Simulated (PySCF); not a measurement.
Saddle point of SiH₄SO₂, singlet (SiH₄SO₂ ([OH][SiH]([OH])[SH]) → SiH₂O₂ ([OH][Si][OH]) + H₂S; bonds formed: S2–H3; bonds broken: Si1–S2, Si1–H3), PBE0-D4/def2-TZVP structure:

Si1  (-0.193, 0.634, 0.433)
S2  (-1.082, -1.156, -1.166)
H3  (-1.553, -0.190, 0.177)
O4  (0.191, 1.787, -0.651)
O5  (1.221, -0.024, 0.953)
H6  (-0.747, -2.109, -0.281)
H7  (0.979, 1.654, -1.187)
H8  (1.182, -0.597, 1.721)
(Å)

Energies are electronic, without zero-point energy. Barriers and step energies count from the start structure reached by relaxing down the imaginary mode; all methods use the PBE0-D4 structures, on which another method's saddle can fall below an end. Program: PySCF 2.14 with density fitting (its default auxiliary sets; JK sets also for MP2 and CCSD(T)). Basis: def2-TZVPP, with def2-QZVPP for the basis limit. Cores are frozen in the correlated methods. B3LYP uses VWN-RPA correlation. Extrapolation: Hartree–Fock as exp(−7.88 √X), correlation as X^−2.97.

```
   method  barrier (kcal/mol)  step energy (kcal/mol)
    SPW92               55.65                   44.32
   PBE-D4               56.92                   41.20
r2SCAN-D4               63.49                   47.50
  PBE0-D4               65.16                   45.63
 B3LYP-D4               64.24                   41.68
 BHLYP-D4               73.77                   46.22
  wB97M-V                   ?                   42.18
       HF                   ?                   47.96
      MP2                   ?                   47.57
     CCSD               73.23                   44.50
  CCSD(T)               69.61                   44.14
```

Question: Fill in the withheld barriers. (To be estimated.)

Answer: Computed: MP2 70.98; wB97M-V 69.79; HF 86.89 kcal/mol. Each is the energy of the saddle less that of the start structure, by the same method.

For comparison, the barrier by CCSD(T) at an estimated basis limit (MP2 extrapolated from triple and quadruple zeta, plus CCSD(T) − MP2 in triple zeta) is 69.02 kcal/mol.

T1 diagnostic: at most 0.015. The restricted Hartree–Fock reference is unstable towards an unrestricted one at one or more of these structures.

Losses and insertions of silylenes and their heavier kin drive the gas-phase chemistry of silicon and germanium vapour deposition.

Labels in which every atom is bracketed show which atoms are joined, not bond orders.

For scale, one of the runs: CCSD(T)/def2-TZVPP, 202 basis functions, launched by `OMP_NUM_THREADS=4 python run.py`. Time: 11 min of wall clock on 4 CPU threads of an Intel Xeon; the host was shared. Peak host memory: 2.7 GiB.
